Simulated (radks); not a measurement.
The numbers below are computed, except where a source is named.
Problem. These are the eigenvalues of the occupied orbitals of an atom or ion with whole-number occupations (eV). Code: a radial shooting solver on a logarithmic mesh with Libxc functionals. Model: non-relativistic Kohn-Sham, BLYP, spin-polarised, spherical densities, point nucleus.

| orbital | eigenvalue |
|---|---|
| 1s up | -118.1215 |
| 1s down | -117.6948 |
| 2s up | -14.2941 |

Which element is it, and in what charge state? The configuration may be excited. Open shells, if any, are filled with parallel spins first.

Solution. Z = 4, beryllium, charge +1: Be+ in [He] 2s1. The list shows which subshells hold electrons but not how many an open one holds; the 1s level, -4.3409 hartree, gives Z - s = 2.9 by -(Z - s)^2/2, which with screening narrows Z to a few neighbours, and the depths of the outer levels then fix element, charge and occupations together.
